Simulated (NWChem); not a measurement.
All runs are NWChem calculations. System: C$_{2}$H$_{5}$S, charge 0, spin multiplicity 2, at a geometry optimised with UB3LYP/def2-SVP. The structure started from a generated list of species. Its SCF solution wasn't tested for a lower state. Level: UHF/def2-SVPD.

Input file:

```
start mol
memory heap 200 mb stack 900 mb global 1100 mb
geometry units angstroms nocenter noautoz noautosym
  C      1.441230     0.045045    -0.310099
  S     -0.014913    -0.293389     0.542962
  C     -1.271706     0.392695    -0.580662
  H      2.366867    -0.311340     0.144585
  H      1.468678     0.797272    -1.101546
  H     -1.110359     1.470422    -0.734236
  H     -1.254323    -0.129061    -1.548834
  H     -2.249396     0.240494    -0.102794
end
basis spherical
  * library def2-svpd
end
scf
  uhf
  nopen 1
  maxiter 100
  thresh 1e-7
  semidirect memsize 60000000 filesize 0
  # guess.movecs holds the orbitals of an unrestricted PBE0 run
  vectors input guess.movecs output mol.movecs
end
task scf energy
```

Part of the output:

```
             Northwest Computational Chemistry Package (NWChem) 7.3.0
             --------------------------------------------------------

                                NWChem Input Module
                                -------------------

 Scaling coordinates for geometry "geometry" by  1.889725989
 (inverse scale =  0.529177249)

                             Geometry "geometry" -> ""
                             -------------------------

 Output coordinates in angstroms (scale by  1.889725989 to convert to a.u.)

  No.       Tag          Charge          X              Y              Z
 ---- ---------------- ---------- -------------- -------------- --------------
    1 C                    6.0000     1.44123000     0.04504500    -0.31009900
    2 S                   16.0000    -0.01491300    -0.29338900     0.54296200
    3 C                    6.0000    -1.27170600     0.39269500    -0.58066200
    4 H                    1.0000     2.36686700    -0.31134000     0.14458500
    5 H                    1.0000     1.46867800     0.79727200    -1.10154600
    6 H                    1.0000    -1.11035900     1.47042200    -0.73423600
    7 H                    1.0000    -1.25432300    -0.12906100    -1.54883400
    8 H                    1.0000    -2.24939600     0.24049400    -0.10279400

 Effective nuclear repulsion energy (a.u.)     103.2907222285

            Nuclear Dipole moment (a.u.)
            ----------------------------
        X                 Y               Z
 ---------------- ---------------- ----------------
     0.0000056692     0.0000056692     0.0000018897


 Summary of "ao basis" -> "" (spherical)
 ------------------------------------------------------------------------------
       Tag                 Description            Shells   Functions and Types
 ---------------- ------------------------------  ------  ---------------------
 *                         def2-svpd                  on all atoms

 Summary of "ao basis" -> "ao basis" (spherical)
 ------------------------------------------------------------------------------
       Tag                 Description            Shells   Functions and Types
[...]
          23.704669917728         281.184669695526          34.740944493166
         -17.585408577469          34.740944493166         241.504499475246

  Mulliken analysis of the total density
  --------------------------------------

    Atom       Charge   Shell Charges
 -----------   ------   -------------------------------------------------------
    1 C    6     5.78   1.99  0.89  0.11 -0.03  1.95  0.92  0.03 -0.09
    2 S   16    16.44   2.00  1.99  1.18  0.66  0.03  5.94  1.75  2.59  0.14  0.11  0.06
    3 C    6     6.01   1.99  0.88 -0.01 -0.02  1.99  1.16  0.04 -0.02
    4 H    1     1.06   0.74  0.26  0.03  0.03
    5 H    1     0.99   0.74  0.22  0.03  0.01
    6 H    1     0.90   0.75  0.07  0.02  0.06
    7 H    1     0.90   0.75  0.07  0.02  0.06
    8 H    1     0.91   0.74  0.07  0.02  0.08

  Mulliken analysis of the alpha density
  --------------------------------------

    Atom       Charge   Shell Charges
 -----------   ------   -------------------------------------------------------
    1 C    6     3.49   0.99  0.48  0.12 -0.01  1.27  0.68  0.01 -0.05
    2 S   16     8.23   1.00  1.00  0.59  0.33  0.00  2.97  0.89  1.29  0.07  0.06  0.03
    3 C    6     3.00   0.99  0.44 -0.00 -0.01  0.99  0.58  0.02 -0.01
    4 H    1     0.48   0.35  0.09  0.02  0.02
    5 H    1     0.44   0.35  0.07  0.02  0.01
    6 H    1     0.45   0.37  0.03  0.01  0.03
    7 H    1     0.45   0.37  0.03  0.01  0.03
    8 H    1     0.46   0.37  0.04  0.01  0.04

   Mulliken analysis of the beta density
   -------------------------------------

    Atom       Charge   Shell Charges
 -----------   ------   -------------------------------------------------------
    1 C    6     2.29   0.99  0.41 -0.01 -0.01  0.69  0.25  0.02 -0.04
    2 S   16     8.21   1.00  1.00  0.59  0.33  0.02  2.97  0.86  1.30  0.08  0.05  0.03
    3 C    6     3.01   0.99  0.44 -0.01 -0.01  1.00  0.59  0.02 -0.01
    4 H    1     0.58   0.40  0.16  0.01  0.01
    5 H    1     0.56   0.39  0.15  0.01  0.00
    6 H    1     0.45   0.37  0.03  0.01  0.03
    7 H    1     0.45   0.37  0.03  0.01  0.03
    8 H    1     0.46   0.37  0.03  0.01  0.04

   Mulliken analysis of the spin density
   -------------------------------------

    Atom       Charge   Shell Charges
 -----------   ------   -------------------------------------------------------
    1 C    6     1.20  -0.00  0.07  0.14 -0.00  0.58  0.43 -0.00 -0.01
    2 S   16     0.02   0.00  0.00  0.00  0.01 -0.02  0.00  0.04 -0.01 -0.01  0.01  0.01
    3 C    6    -0.00   0.00 -0.00  0.00  0.00 -0.00 -0.01  0.00  0.00
    4 H    1    -0.11  -0.05 -0.07  0.01  0.01
    5 H    1    -0.12  -0.05 -0.08  0.01  0.01
    6 H    1     0.00   0.00 -0.00 -0.00  0.00
    7 H    1     0.01   0.00  0.00 -0.00  0.00
    8 H    1     0.00  -0.00  0.00 -0.00 -0.00

       Multipole analysis of the density wrt the origin
       ------------------------------------------------

     L   x y z        total         alpha         beta         nuclear
     -   - - -        -----         -----         ----         -------
     0   0 0 0      0.000000    -17.000000    -16.000000     33.000000

     1   1 0 0     -0.164668     -1.193116      1.028443      0.000006
     1   0 1 0      0.354161      0.228583      0.125572      0.000006
     1   0 0 1     -0.485647     -0.007771     -0.477877      0.000002

     2   2 0 0    -17.680365    -79.939468    -72.708983    134.968086
     2   1 1 0     -0.342316      7.119248      7.231839    -14.693402
     2   1 0 1      0.489773     -4.663496     -6.749496     11.902765
     2   0 2 0    -21.297506    -20.877606    -19.288955     18.869055
     2   0 1 1     -0.870776      9.577282     10.365694    -20.813752
     2   0 0 2    -20.931051    -32.019997    -29.977459     41.066406

 Task  times  cpu:        4.9s     wall:        4.9s

 Total times  cpu:        4.9s     wall:        4.9s
```
